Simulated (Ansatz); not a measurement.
`ClC[SiH](Cl)I` + HCl → `Cl[SiH](Cl)I` + `CCl` at 500 K and 1 bar (ligand exchange at the Si–C bond).

Computed with Ansatz on PBE0-D4/def2-TZVP structures; ΔE is electronic, products minus reactants. CCSD(T)/CBS adds triple-zeta CCSD(T) − MP2 to the extrapolated MP2 energy (def2 sets, frozen cores). This one scheme is used for every species. Elements past krypton have def2 core potentials. For I outer-core shells are correlated without core-valence functions, which leaves a few kJ/mol of doubt a bond. Each species was taken in one conformer, which may not be the lowest.

```
        species  CCSD(T)/CBS energy (Eh)  H − E (kJ/mol)  S (J/(mol·K))
`ClC[SiH](Cl)I`              -1546.03243           150.2          441.1
            HCl               -460.38127            32.5          201.9
 `Cl[SiH](Cl)I`              -1506.81701            69.2          388.0
          `CCl`               -499.63220           119.3          258.4
```

H − E and S are ideal-gas, rigid-rotor, harmonic terms from PBE0-D4/def2-TZVP, for one conformer and one mirror image of each species. 1 Eh = 2625.50 kJ/mol, R = 8.31446 J/(mol·K).

Problem. By hand: ΔE, ΔH, ΔS and ΔG.

Solution. ΔE = (-1506.81701) + (-499.63220) − (-1546.03243) − (-460.38127) = -0.03551 Eh = -93.2 kJ/mol. Δ(H − E) = 69.2 + 119.3 − 150.2 − 32.5 = 5.8, so ΔH = -87.4 kJ/mol. ΔS = 388.0 + 258.4 − 441.1 − 201.9 = 3.4 J/(mol·K). ΔG = -87.4 − 500 × (3.4)/1000 = -89.1 kJ/mol.

Problem. By hand: the equilibrium constant, and the temperature at which ΔG would vanish if ΔH and ΔS stayed fixed.

Solution. log₁₀ K = −ΔG/(RT ln 10) = 9.3. ΔH and −TΔS have one sign here, so there is no such temperature.

The number of gas molecules stays the same, so ΔS is small and ΔH decides. A doubt of 5 kJ/mol in ΔE shifts log₁₀ K by 0.5 here. Other conformers and mirror images would add mixing entropy, several J/(mol·K) or more a flexible species. Modes under 60 cm⁻¹, often nearly free rotors, make the harmonic entropy too high. These are equilibria of isolated gas molecules and say nothing of rates. Largest T1 diagnostic: 0.009 (customary marks: 0.02 for closed shells, 0.045 for open ones).

ΔS is within the doubt of such terms, so its sign, and with it that verdict, could turn.
